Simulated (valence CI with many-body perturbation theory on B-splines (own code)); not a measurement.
E1 transitions of Eu14+

Level of theory: configuration interaction combined with many-body perturbation theory (CI+MBPT): three valence electrons over a frozen Dirac-Fock core [Kr] 4d10, radial functions for each j: 7 s, 7 p, 7 d, 7 f, 4 g, 2 h, with the one-electron correlation potential Σ1, the two-electron term Σ2, the three-electron term Σ3, Breit, model QED; selected CI, second order for the rest, scaled by the run's own slope (own B-spline code, finite nucleus).

No measured spectrum was set against this ion. As an estimate, terms of the open shell hold to a few per cent of their energy, and close levels can change places; configurations with another count of f electrons can be misplaced by thousands of cm⁻¹.

Lines 101 to 150 of 509 in falling wavelength, among levels below 75.514 eV, chosen from the strongest by gf and those to the six lowest levels. Wavelengths and rates use the calculated energies, so an error of 2000 cm⁻¹ moves a line at 450.4 Å by 0.9 % and its rate by three times that or more. Electric multipoles are in the length gauge, E1 and E2 with the static RPA response of the core. Weak lines are less certain than strong ones. Lines between different terms over intervals too small for the method are left out, as are lines whose strength nearly cancels. Where a level lies close to another of its J and parity, the split of strength between their lines is uncertain. The highest levels of a list are the least certain.

Names give the largest LS component (configuration and term), which can be under half, so a name can repeat, a term be missing and a line seem to break the LS rules; names also repeat where a configuration has a term twice. Letters in brackets count levels of one name in rising energy.

| λ vac (Å) | Upper | Lower | A (s⁻¹) | S (a.u.) |
| --- | --- | --- | --- | --- |
| 450.4 | 4f5p² ²D°_3/2 [b] | 4f5s5p ²D_3/2 [a] | 2.34e+09 | 4.23e-01 |
| 449.2 | 4f5p² ²G°_7/2 | 4f5s5p ⁴F_7/2 | 3.15e+09 | 1.13e+00 |
| 448.9 | 4f5p² ⁴G°_5/2 [b] | 4f5s5p ⁴F_7/2 | 2.88e+09 | 7.72e-01 |
| 446.8 | 4f²5p ²D°_5/2 [a] | 4f²5s ²F_7/2 | 7.51e+08 | 1.98e-01 |
| 446.7 | 4f5p² ⁴D°_5/2 | 4f5s5p ²F_7/2 [b] | 3.19e+09 | 8.41e-01 |
| 446.4 | 4f²5p ²G°_9/2 [a] | 4f²5s ⁴H_7/2 | 1.20e+08 | 5.26e-02 |
| 446.3 | 4f5p² ²F°_7/2 [b] | 4f5s5p ²G_9/2 [a] | 3.54e+09 | 1.24e+00 |
| 445.5 | 4f5p² ⁴G°_5/2 [a] | 4f5s5p ⁴F_5/2 [a] | 3.62e+09 | 9.48e-01 |
| 445.4 | 4f5p² ²G°_9/2 [a] | 4f5s5p ²G_9/2 [a] | 2.65e+09 | 1.16e+00 |
| 445.3 | 4f²5p ⁴D°_7/2 [a] | 4f²5s ⁴H_9/2 | 1.44e+06 | 5.03e-04 |
| 445.1 | 4f5p² ²F°_5/2 [a] | 4f5s5p ⁴D_3/2 | 1.84e+09 | 4.81e-01 |
| 444.7 | 4f5p² ²F°_5/2 [b] | 4f5s5p ²D_3/2 [a] | 3.16e+09 | 8.22e-01 |
| 444.2 | 4f5p² ⁴D°_7/2 [a] | 4f5s5p ²F_5/2 [a] | 1.54e+09 | 5.31e-01 |
| 442.8 | 4f5p² ⁴F°_9/2 | 4f5s5p ⁴G_11/2 | 4.19e+09 | 1.80e+00 |
| 442.4 | 4f5p² ⁴G°_5/2 [a] | 4f5s5p ²F_7/2 [a] | 3.70e+09 | 9.49e-01 |
| 441.8 | 4f²5p ²P°_1/2 [b] | 4f²5s ²S_1/2 | 3.25e+09 | 2.77e-01 |
| 441.6 | 4f5p² ⁴D°_7/2 [b] | 4f5s5p ⁴G_9/2 | 4.07e+09 | 1.38e+00 |
| 440.8 | 4f5p² ⁴F°_3/2 | 4f5s5p ⁴F_5/2 [b] | 2.97e+09 | 5.03e-01 |
| 440.4 | 4f5p² ²F°_7/2 [a] | 4f5s5p ²F_7/2 [b] | 1.85e+09 | 6.24e-01 |
| 439.5 | 4f5p² ⁴G°_9/2 | 4f5s5p ⁴G_9/2 | 3.58e+09 | 1.50e+00 |
| 439.4 | 4f5p² ²D°_3/2 [a] | 4f5s5p ⁴D_1/2 | 2.89e+09 | 4.83e-01 |
| 439.2 | 4f²5p ²H°_9/2 [a] | 4f²5s ⁴H_11/2 | 5.04e+06 | 2.11e-03 |
| 438.3 | 4f5p² ⁴G°_5/2 [a] | 4f5s5p ⁴F_3/2 | 2.77e+09 | 6.91e-01 |
| 435.6 | 4f5p² ⁴D°_7/2 [a] | 4f5s5p ⁴F_9/2 | 5.88e+09 | 1.92e+00 |
| 433.5 | 4f5p² ⁴G°_9/2 | 4f5s5p ⁴F_7/2 | 6.14e+08 | 2.47e-01 |
| 433.3 | 4f5p² ⁴G°_5/2 [a] | 4f5s5p ⁴G_7/2 | 2.11e+09 | 5.08e-01 |
| 432.4 | 4f5p² ²H°_11/2 | 4f5s5p ⁴G_11/2 | 4.49e+09 | 2.15e+00 |
| 432.2 | 4f²5p ²F°_7/2 [a] | 4f²5s ⁴H_7/2 | 3.47e+06 | 1.11e-03 |
| 431.7 | 4f5p² ²G°_9/2 [a] | 4f5s5p ²F_7/2 [b] | 6.70e+08 | 2.66e-01 |
| 431.4 | 4f5p² ²D°_3/2 [b] | 4f5s5p ²D_5/2 [a] | 2.27e+09 | 3.60e-01 |
| 431.3 | 4f²5p ²H°_9/2 [a] | 4f²5s ⁴H_9/2 | 5.28e+06 | 2.09e-03 |
| 430.5 | 4f²5p ²P°_3/2 [a] | 4f²5s ⁴F_3/2 | 1.42e+07 | 2.23e-03 |
| 430.5 | 4f²5p ²F°_5/2 [a] | 4f²5s ⁴F_3/2 | 1.06e+08 | 2.51e-02 |
| 430.3 | 4f5p² ²F°_5/2 [a] | 4f5s5p ⁴F_7/2 | 1.07e+09 | 2.53e-01 |
| 430.2 | 4f5p² ⁴D°_1/2 | 4f5s5p ⁴D_3/2 | 3.97e+09 | 3.12e-01 |
| 426.8 | 4f5p² ⁴D°_7/2 [a] | 4f5s5p ⁴F_5/2 [a] | 1.18e+09 | 3.63e-01 |
| 426.5 | 4f²5p ²H°_9/2 [a] | 4f²5s ⁴H_7/2 | 5.66e+07 | 2.17e-02 |
| 424.3 | 4f5p² ²D°_3/2 [a] | 4f5s5p ⁴F_5/2 [b] | 1.21e+09 | 1.82e-01 |
| 424.0 | 4f5p² ⁴D°_7/2 [a] | 4f5s5p ²F_7/2 [a] | 9.21e+08 | 2.77e-01 |
| 422.3 | 4f²5p ⁴D°_1/2 [a] | 4f²5s ⁴F_3/2 | 9.91e+08 | 7.36e-02 |
| 421.5 | 4f²5p ²S°_1/2 | 4f²5s ⁴F_3/2 | 6.80e+07 | 5.02e-03 |
| 418.8 | 4f5p² ²H°_11/2 | 4f5s5p ⁴G_9/2 | 4.26e+08 | 1.85e-01 |
| 417.4 | 4f5p² ²D°_3/2 [c] | 4f5s5p ²D_3/2 [b] | 2.76e+09 | 3.96e-01 |
| 415.5 | 4f²5p ⁴D°_3/2 [a] | 4f²5s ⁴F_3/2 | 8.01e+07 | 1.13e-02 |
| 411.3 | 4f5p² ²G°_9/2 [c] | 4f5s5p ²G_9/2 [b] | 1.22e+09 | 4.20e-01 |
| 411.0 | 4f²5p ²I°_11/2 [a] | 4f²5s ⁴H_11/2 | 2.80e+07 | 1.15e-02 |
| 410.5 | 4f5p² ⁴G°_11/2 | 4f5s5p ²G_9/2 [b] | 4.54e+09 | 1.86e+00 |
| 410.1 | 4f²5p ²D°_5/2 [a] | 4f²5s ⁴F_3/2 | 1.59e+07 | 3.25e-03 |
| 410.1 | 4f²5p ²K°_13/2 | 4f²5s ⁴H_11/2 | 4.35e+07 | 2.07e-02 |
| 409.6 | 4f5p² ²P°_3/2 | 4f5s5p ²D_5/2 [b] | 4.67e+09 | 6.33e-01 |
